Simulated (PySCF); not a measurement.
**C: excitation energy**

C [He] 2s2 2p2 (3P) → C [He] 2s1 2p2 3s1 (5P), as a difference of total energies. Calculation: PySCF 2.14, in x2c-QZVPPall with one added diffuse shell each of s, p, d, f type (8s5p4d3f1g, 73 functions); scalar relativity by spin-free X2C-1e. Correlated levels: valence: 1s2 frozen. The calculations carry no spin-orbit coupling.

```csv
method,excitation energy (eV)
UHF,11.026
MP2 (valence),12.529
SCS-MP2 (valence),12.904
CCSD (valence),12.885
CCSD(T) (valence),12.944
```

Problem. How much does correlation contribute at CCSD(T) (valence)?

Solution. 12.944 − (11.026) = 1.918 eV, measured against UHF.

The upper state lies above the first ionisation limit, but in LS coupling its spin forbids autoionisation to the ground ion. A Rydberg-like electron needs more diffuse functions than a valence basis has.

The promoted electron is Rydberg-like, and one or two diffuse shells describe it only roughly, which tends to raise the upper state.
